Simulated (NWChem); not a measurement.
# ZnCl, doublet; SMILES [Cl][Zn]

```xyz
2

Zn     0.0000     0.0000    -0.7759
Cl     0.0000     0.0000     1.3868
```
Atoms are numbered in this order, from 1.

Results from NWChem. Geometry optimised at PBE0/def2-SVP; all other runs use it. Pople sets run with spherical d functions. Spin-unrestricted. This spin state was assumed; another may lie lower. Vzz has the sign of the potential's second derivative. Excited states of an open shell can be spin-contaminated.

```json
[
 {"quantity": "A(iso) 35Cl atom 2 (MHz)", "level": "B3LYP/def2-TZVP", "value": "43.6"},
 {"quantity": "Vzz Cl2 (a.u.)", "level": "PBE/cc-pVTZ", "value": "1.718"},
 {"quantity": "highest occupied level (eV)", "level": "LDA (Slater exchange, PW92)/6-31G*", "value": "-5.55"},
 {"quantity": "vertical, lowest excitation (eV)", "level": "B3LYP/def2-SVPD, TDA", "value": "3.05"},
 {"quantity": "dipole (D)", "level": "PBE0/def2-SVP", "value": "3.26"},
 {"quantity": "highest harmonic frequency (cm⁻¹)", "level": "PBE0/def2-SVP", "value": "380"}
]
```
